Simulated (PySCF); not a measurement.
## Polarisability and C₆ of Pt²⁺ (platinum, charge +2)

[Xe] 4f14 5d8, high-spin 3F determinant. All numbers are calculated (PySCF 2.14, the spin-free X2C one-electron Hamiltonian (Gaussian nucleus), in x2c-TZVPPall with one added diffuse shell each of s, p, d, f type (12s8p8d4f1g, 113 functions)). Coupled (time-dependent) response in atomic units; α is the mean over directions.

```json
{"method": "PBE0", "mean α (bohr³)": "9.416", "C₆ (like pair)": "61.18", "S(−4)": "20.38"}
```

S(−4) is the Cauchy moment in α(ω) = α(0) + S(−4) ω² + …

Spin-orbit coupling is absent.

α(iu) at PBE0:

```tsv
u (hartree)	α(iu) (bohr³)
0	9.416
0.0500	9.366
0.100	9.220
0.200	8.707
0.300	8.036
0.500	6.677
0.750	5.309
1.00	4.298
1.50	2.965
2.00	2.155
3.00	1.272
5.00	0.5858
```

A single London oscillator, α(iu) = α/(1 + u²/ω²), gives C₆ = (3/4) ω α². Matching the computed C₆ needs ω = 4 × 61.18 / (3 × 9.416²) = 0.920 hartree.

For an ion, C₆ is the dispersion term alone; charge-induced terms of lower order in 1/R come first.

Spin-orbit coupling, absent here, splits the open shell strongly.
